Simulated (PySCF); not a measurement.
# Working out the ionisation energy of Pd⁺

Pd⁺ [Kr] 4d9 (2D) → Pd²⁺ [Kr] 4d8 (3F). Calculation: PySCF 2.14, in x2c-TZVPPall (8s6p6d2f1g, 79 functions); scalar relativity by spin-free X2C-1e. Frozen: [Kr]. Energies in hartree (1 hartree = 27.21139 eV):

| part | Pd⁺ (lower) | Pd²⁺ (upper) |
| --- | --- | --- |
| UHF | -5042.511473 | -5041.870867 |
| CCSD correlation | -0.269906 | -0.209595 |
| (T) | -0.008565 | -0.004891 |

Q: What does Hartree-Fock give?

A: (-5041.870867) − (-5042.511473) = 0.640606 hartree = 17.432 eV.

Q: What do CCSD and CCSD(T) give?

A: The CCSD correlation energies differ by 0.060311 hartree = 1.641 eV and the triples by 0.003674 hartree = 0.100 eV, so CCSD gives 19.073 eV and CCSD(T) 19.173 eV.

Reference: 19.43 ± 0.12 eV (semi-empirical (NIST evaluation); NIST Atomic Spectra Database, ionization energies), between the lowest levels; spin-orbit coupling is absent from the calculation.

What remains against the reference includes basis incompleteness, the frozen core and higher excitations.
